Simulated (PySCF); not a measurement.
H3NSZn, singlet, at a GFN2-xTB geometry (such geometries of metal compounds can be far from the true shape); PBE/def2-SVP, polarisability run with PySCF.

The PySCF input:
```python
from pyscf import gto, scf, dft
from pyscf.prop import polarizability

mol = gto.M(
    atom='''
Zn   -0.14342100    0.08704527   -0.39540710
N    -0.17542250    1.67194577   -1.34182713
H    -1.08555098    2.05340967   -1.56452657
H     0.35542999    1.70548826   -2.20225498
S     0.39242541   -0.99210269    1.49202678
H    -0.01809800   -2.20023359    1.14935591
''',
    basis='def2-svp',
    verbose=4,
)

mf = dft.RKS(mol)
mf.xc = 'pbe'
mf.kernel()
alpha = mf.Polarizability().polarizability()[2, 2]
print('alpha_zz =', alpha)
```

Output, abridged:

```
site-packages/pyscf/prop/efg/rhf.py:45: UserWarning: Module EFG is under testing
  warnings.warn('Module EFG is under testing')
site-packages/pyscf/prop/efg/dhf.py:30: UserWarning: Module EFG is under testing
  warnings.warn('Module EFG is under testing')
site-packages/pyscf/prop/zfs/uhf.py:40: UserWarning: Module ZFS is under testing
  warnings.warn('Module ZFS is under testing')
site-packages/pyscf/prop/gtensor/uhf.py:43: UserWarning: Module g-tensor is under testing
  warnings.warn('Module g-tensor is under testing')
site-packages/pyscf/prop/gtensor/uks.py:41: UserWarning: Module g-tensor is under testing
  warnings.warn('Module g-tensor is under testing')
site-packages/pyscf/prop/hfc/uks.py:35: UserWarning: Module HFC is under testing
  warnings.warn('Module HFC is under testing')
site-packages/pyscf/prop/magnetizability/rhf.py:39: UserWarning: Module magnetizability is under testing
  warnings.warn('Module magnetizability is under testing')
site-packages/pyscf/prop/magnetizability/uhf.py:37: UserWarning: Module magnetizability is under testing
  warnings.warn('Module magnetizability is under testing')
site-packages/pyscf/prop/magnetizability/rks.py:37: UserWarning: Module magnetizability is under testing
  warnings.warn('Module magnetizability is under testing')
site-packages/pyscf/prop/magnetizability/uks.py:39: UserWarning: Module magnetizability is under testing
  warnings.warn('Module magnetizability is under testing')
site-packages/pyscf/prop/polarizability/uhf.py:34: UserWarning: Module polarizability is under testing
  warnings.warn('Module polarizability is under testing')
site-packages/pyscf/prop/polarizability/rks.py:29: UserWarning: Module polarizability is under testing
  warnings.warn('Module polarizability is under testing')
site-packages/pyscf/prop/polarizability/uks.py:29: UserWarning: Module polarizability is under testing
  warnings.warn('Module polarizability is under testing')
PySCF version 2.14.0

[INPUT] verbose = 4
[INPUT] num. atoms = 6
[INPUT] num. electrons = 56
[INPUT] charge = 0
[INPUT] spin (= nelec alpha-beta = 2S) = 0
[INPUT] symmetry False subgroup None
[INPUT] Mole.unit = angstrom
[INPUT] Symbol           X                Y                Z      unit          X                Y                Z       unit  Magmom
[...]
nuclear repulsion = 226.053010216489
number of shells = 34
number of NR pGTOs = 154
number of NR cGTOs = 78
basis = def2-svp
ecp = {}

******** <class 'pyscf.dft.rks.RKS'> ********
method = RKS
initial guess = minao
damping factor = 0
level_shift factor = 0
DIIS = <class 'pyscf.scf.diis.CDIIS'>
diis_start_cycle = 1
diis_space = 8
diis_damp = 0
SCF conv_tol = 1e-09
SCF conv_tol_grad = None
SCF max_cycles = 50
direct_scf = True
direct_scf_tol = 1e-13
XC library pyscf.dft.libxc version 7.1.2
    S. Lehtola, C. Steigemann, M. J. T. Oliveira, and M. A. L. Marques,  SoftwareX 7, 1–5 (2018)
XC functionals = pbe
    J. P. Perdew, K. Burke, and M. Ernzerhof,  Phys. Rev. Lett. 77, 3865 (1996)
    J. P. Perdew, K. Burke, and M. Ernzerhof,  Phys. Rev. Lett. 78, 1396 (1997)
    J. P. Perdew, K. Burke, and M. Ernzerhof,  Phys. Rev. Lett. 77, 3865 (1996)
    J. P. Perdew, K. Burke, and M. Ernzerhof,  Phys. Rev. Lett. 78, 1396 (1997)
radial grids:
    Treutler-Ahlrichs [JCP 102, 346 (1995); DOI:10.1063/1.469408] (M4) radial grids

becke partition: Becke, JCP 88, 2547 (1988); DOI:10.1063/1.454033
pruning grids: <function nwchem_prune>
grids dens level: 3
symmetrized grids: False
atomic radii adjust function: <function treutler_atomic_radii_adjust>
small_rho_cutoff = 0
Set gradient conv threshold to 3.16228e-05
Initial guess from minao.
tot grids = 82848
init E= -2232.88965960586
[...]
cycle= 1 E= -2233.06479963351  delta_E= -0.175  |g|= 0.905  |ddm|=  2.6
[...]
cycle= 2 E= -2231.87791582195  delta_E= 1.19  |g|= 2.18  |ddm|= 3.08
[...]
cycle= 3 E= -2233.16880365412  delta_E= -1.29  |g|= 0.457  |ddm|= 2.64
[...]
cycle= 4 E= -2233.22509596823  delta_E= -0.0563  |g|= 0.135  |ddm|= 0.615
[...]
cycle= 5 E= -2233.22875229569  delta_E= -0.00366  |g|= 0.0411  |ddm|= 0.229
[...]
cycle= 6 E= -2233.22929812221  delta_E= -0.000546  |g|= 0.00929  |ddm|= 0.0701
[...]
cycle= 7 E= -2233.22931910155  delta_E= -2.1e-05  |g|= 0.00297  |ddm|= 0.0131
[...]
cycle= 8 E= -2233.22932165797  delta_E= -2.56e-06  |g|= 0.00082  |ddm|= 0.00535
[...]
cycle= 9 E= -2233.229321898  delta_E= -2.4e-07  |g|= 0.000198  |ddm|= 0.0015
[...]
cycle= 10 E= -2233.22932190928  delta_E= -1.13e-08  |g|= 3.66e-05  |ddm|= 0.000303
[...]
cycle= 11 E= -2233.22932190974  delta_E= -4.62e-10  |g|= 1.38e-05  |ddm|= 7.08e-05
[...]
Extra cycle  E= -2233.22932190965  delta_E= 9.14e-11  |g|= 2.45e-05  |ddm|= 4.25e-05
converged SCF energy = -2233.22932190965
Isotropic polarizability 44.8366410225
Polarizability anisotropy 21.6820767989
alpha_zz = 50.733794736333785
```
